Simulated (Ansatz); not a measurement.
CH6AlNOSi from Hartree–Fock to CCSD(T)

```xyz
11

N    -1.1618   -0.5800    0.4197
C     0.2564   -0.2033    0.8232
Al    0.1932   -1.0546   -0.9515
O     0.5505    0.4975   -1.6744
Si    0.7857    1.2553   -0.2210
H    -1.5151   -1.3596    0.9603
H    -1.8485    0.1680    0.4418
H     0.4883   -0.3427    1.8724
H     0.1172   -2.4797   -1.6101
H     2.1975    1.6166    0.0753
H    -0.0634    2.4825   -0.1357
```

The species carries charge 0 and has multiplicity 1. The bonds changed during the relaxation, so this is another structure than the one it started from. Geometry: relaxed with PBE0-D4/def2-TZVP. It is one conformer, not always the lowest. Frozen core, restricted reference, the Gaussian-basis code of Ansatz. CBS rows extrapolate triple and quadruple zeta; past MP2 they add the triple-zeta difference.

```json
{"basis": "def2-TZVPP", "HF (Eh)": "-701.69070", "MP2 corr.": "-0.81727", "CCSD corr.": "-0.85279", "(T)": "-0.03444", "CCSD(T) total": "-702.57793"}
{"basis": "def2-QZVPP", "HF (Eh)": "-701.71549", "MP2 corr.": "-0.87753", "CCSD corr.": "–", "(T)": "–", "CCSD(T) total": "–"}
{"basis": "CBS(def2)", "HF (Eh)": "-701.71890", "MP2 corr.": "-0.92218", "CCSD corr.": "-0.95769", "(T)": "as TZ", "CCSD(T) total": "-702.71103"}
```
